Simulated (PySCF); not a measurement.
**Atomic charges against the basis set**

Species: C4H5FO2.
SMILES with atom numbers: `[O:1]=[C:2]1[CH2:3][O:4][C@H:5]1[CH2:6][F:7]` (hydrogens: H8, H9 on C3; H10 on C5; H11, H12 on C6)

Cartesian coordinates in Å at the PBE0-D3(BJ)/def2-SVP level; atoms count from 1:
```xyz
12
C4H5FO2 angstrom
O     -0.1250    0.5988    2.1705
C      0.2024    0.5467    1.0289
C      1.4918    0.6374    0.2298
O      0.7404    0.5373   -0.9791
C     -0.5139    0.3676   -0.3175
C     -1.1249   -0.9873   -0.5473
F     -0.2739   -1.9593   -0.0881
H      2.0499    1.5854    0.3272
H      2.1767   -0.2149    0.3880
H     -1.2428    1.1636   -0.5622
H     -1.2956   -1.1446   -1.6258
H     -2.0866   -1.0608   -0.0111
```

PBE0 throughout (PySCF), one geometry, spherical d and f functions. Isolated species at its PBE0-D3(BJ)/def2-SVP geometry (one conformer only). The first 7 of 12 kinds of atom are listed.

Mulliken charges (e):

```json
{"basis": "STO-3G", "functions": "40", "O1": "-0.167", "C2": "+0.173", "C3": "-0.081", "O4": "-0.207", "C5": "-0.008", "C6": "-0.045", "F7": "-0.112"}
{"basis": "6-31G", "functions": "73", "O1": "-0.343", "C2": "+0.242", "C3": "-0.082", "O4": "-0.523", "C5": "-0.026", "C6": "+0.054", "F7": "-0.338"}
{"basis": "pcSseg-0", "functions": "73", "O1": "-0.430", "C2": "+0.207", "C3": "-0.017", "O4": "-0.689", "C5": "-0.040", "C6": "+0.046", "F7": "-0.385"}
{"basis": "6-31G*", "functions": "108", "O1": "-0.362", "C2": "+0.341", "C3": "-0.131", "O4": "-0.508", "C5": "-0.010", "C6": "+0.044", "F7": "-0.335"}
{"basis": "cc-pVDZ", "functions": "123", "O1": "-0.163", "C2": "+0.024", "C3": "+0.145", "O4": "-0.331", "C5": "+0.007", "C6": "+0.257", "F7": "-0.237"}
{"basis": "def2-SVP", "functions": "123", "O1": "-0.155", "C2": "+0.044", "C3": "+0.168", "O4": "-0.399", "C5": "-0.021", "C6": "+0.305", "F7": "-0.273"}
{"basis": "aug-cc-pVDZ", "functions": "206", "O1": "-0.535", "C2": "+0.286", "C3": "+0.973", "O4": "-0.737", "C5": "+0.621", "C6": "+0.918", "F7": "-0.440"}
{"basis": "6-311+G(2d,p)", "functions": "219", "O1": "-0.386", "C2": "+0.200", "C3": "-0.063", "O4": "-0.328", "C5": "+0.129", "C6": "-0.080", "F7": "-0.243"}
{"basis": "def2-TZVP", "functions": "247", "O1": "-0.237", "C2": "+0.101", "C3": "-0.018", "O4": "-0.306", "C5": "+0.127", "C6": "-0.032", "F7": "-0.224"}
{"basis": "cc-pVTZ", "functions": "280", "O1": "-0.221", "C2": "+0.150", "C3": "+0.009", "O4": "-0.290", "C5": "+0.030", "C6": "+0.121", "F7": "-0.222"}
{"basis": "IGLO-III", "functions": "295", "O1": "-0.418", "C2": "+0.428", "C3": "-0.122", "O4": "-0.286", "C5": "+0.112", "C6": "-0.026", "F7": "-0.271"}
{"basis": "pcSseg-2", "functions": "322", "O1": "-0.324", "C2": "+0.138", "C3": "+0.228", "O4": "-0.449", "C5": "+0.210", "C6": "+0.260", "F7": "-0.299"}
```

IAO charges (e):

```json
{"basis": "STO-3G", "functions": "40", "O1": "-0.155", "C2": "+0.197", "C3": "-0.183", "O4": "-0.221", "C5": "-0.074", "C6": "-0.106", "F7": "-0.140"}
{"basis": "6-31G", "functions": "73", "O1": "-0.327", "C2": "+0.343", "C3": "-0.143", "O4": "-0.395", "C5": "-0.012", "C6": "-0.002", "F7": "-0.301"}
{"basis": "pcSseg-0", "functions": "73", "O1": "-0.315", "C2": "+0.335", "C3": "-0.139", "O4": "-0.395", "C5": "-0.021", "C6": "+0.002", "F7": "-0.294"}
{"basis": "6-31G*", "functions": "108", "O1": "-0.352", "C2": "+0.384", "C3": "-0.117", "O4": "-0.411", "C5": "+0.008", "C6": "+0.035", "F7": "-0.310"}
{"basis": "cc-pVDZ", "functions": "123", "O1": "-0.346", "C2": "+0.382", "C3": "-0.119", "O4": "-0.409", "C5": "+0.008", "C6": "+0.034", "F7": "-0.313"}
{"basis": "def2-SVP", "functions": "123", "O1": "-0.345", "C2": "+0.379", "C3": "-0.112", "O4": "-0.412", "C5": "+0.010", "C6": "+0.040", "F7": "-0.315"}
{"basis": "aug-cc-pVDZ", "functions": "206", "O1": "-0.365", "C2": "+0.393", "C3": "-0.120", "O4": "-0.425", "C5": "+0.010", "C6": "+0.032", "F7": "-0.327"}
{"basis": "6-311+G(2d,p)", "functions": "219", "O1": "-0.366", "C2": "+0.395", "C3": "-0.121", "O4": "-0.426", "C5": "+0.009", "C6": "+0.031", "F7": "-0.327"}
{"basis": "def2-TZVP", "functions": "247", "O1": "-0.365", "C2": "+0.395", "C3": "-0.120", "O4": "-0.425", "C5": "+0.010", "C6": "+0.035", "F7": "-0.327"}
{"basis": "cc-pVTZ", "functions": "280", "O1": "-0.363", "C2": "+0.394", "C3": "-0.122", "O4": "-0.422", "C5": "+0.009", "C6": "+0.033", "F7": "-0.324"}
{"basis": "IGLO-III", "functions": "295", "O1": "-0.366", "C2": "+0.395", "C3": "-0.121", "O4": "-0.426", "C5": "+0.009", "C6": "+0.032", "F7": "-0.328"}
{"basis": "pcSseg-2", "functions": "322", "O1": "-0.366", "C2": "+0.395", "C3": "-0.120", "O4": "-0.426", "C5": "+0.009", "C6": "+0.034", "F7": "-0.327"}
```

Problem. Which scheme is steadiest as the basis changes?

Solution. Largest range over the bases for any column: IAO 0.21 e, Mulliken 1.10 e. IAO charges move least and Mulliken charges most, counted in e. Without the minimal STO-3G basis the ranges are IAO 0.06, Mulliken 1.10 e.

Problem. How much do the charges still move between the two largest bases, IGLO-III and pcSseg-2?

Solution. At most, over all atoms: Mulliken 0.350 e, IAO 0.002 e.

Problem. What do the same runs give for the total energy, the frontier levels and the dipole moment?

Solution. 
```csv
basis,energy (Eh),HOMO (eV),LUMO (eV),μ (D)
STO-3G,-399.8590,-4.29,2.07,0.79
6-31G,-405.0975,-7.79,-1.12,1.77
pcSseg-0,-404.2618,-7.95,-1.30,1.75
6-31G*,-405.2237,-7.52,-0.81,1.61
cc-pVDZ,-405.2583,-7.53,-0.86,1.64
def2-SVP,-404.9302,-7.69,-0.99,1.67
aug-cc-pVDZ,-405.2920,-7.78,-1.20,1.88
"6-311+G(2d,p)",-405.3605,-7.83,-1.22,1.90
def2-TZVP,-405.3975,-7.77,-1.12,1.85
cc-pVTZ,-405.3798,-7.71,-1.06,1.80
IGLO-III,-405.4041,-7.81,-1.19,1.88
pcSseg-2,-405.3960,-7.82,-1.19,1.88
```

The dipole is fixed by the density alone, so its range of 1.11 D shows that the density itself changes with the basis, not only its division among atoms.
